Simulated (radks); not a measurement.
Numerical settings for neutral terbium, [Xe] 4f9 6s2. Method: scalar-relativistic Kohn-Sham, BLYP, spin-polarised, spherical densities, point nucleus; open shells are filled with parallel spins first (spin-orbit coupling, left out, can overturn this in heavy ions); computed with a radial shooting solver on a logarithmic mesh with Libxc functionals. The defaults (mesh step 0.008 in ln r, mesh end at 40 bohr or more with all orbitals vanishing there, Anderson mixing 0.5 over 9 steps, residual threshold near 1e-9 with the energy settled to 1e-9 hartree or 1e-11 of itself, here a cap of 52 iterations) give E = -11709.9336 hartree and 4f at -0.701 eV in 24 iterations. Run on one thread of a shared host, so times are rough (Intel(R) Xeon(R) Platinum 8559C): 0.48 s of CPU time, 0.48 s wall, 24 iterations on 2728 mesh points. Changes against that run (0 stands for a change within the tolerance of the run):

setting,iterations,converged,E (mhartree),e(4f) (meV),CPU (s)
mesh step in ln r 0.03,24,yes,+0.00599,0,0.14
mesh step in ln r 0.05,24,yes,+0.0741,-0.0326,0.1
mesh step in ln r 0.02,24,yes,+0.00049,0,0.2
mesh end (bohr) 3,14,level above zero,+3.56e+03,+2.04e+04,0.28
mesh end (bohr) 5,15,level above zero,+307,+4.26e+03,0.29
residual threshold 0.01,18,yes,0,-2.21,0.52
residual threshold 1e-13,34,yes,0,0,0.58
mixing 1.5,7,no,diverged,-,0.19
"linear mixing, mixing 1",52,no,+5.34e+05,+708,3.1
"linear mixing, mixing 0.8",52,no,+7.04e+04,-1.25e+03,2.1
mixing history 3,23,yes,0,0,0.45
iteration cap 2,2,no,+278,-1.14e+04,0.07

Settled on a wrong energy, with an occupied level pushed above zero by the early mesh end: mesh end (bohr) 3 (+3.56 hartree); mesh end (bohr) 5 (+0.307 hartree). Apart from these: no run marked as converged misses the energy by more than 1 mhartree. A mesh that ends early acts as a hard wall.
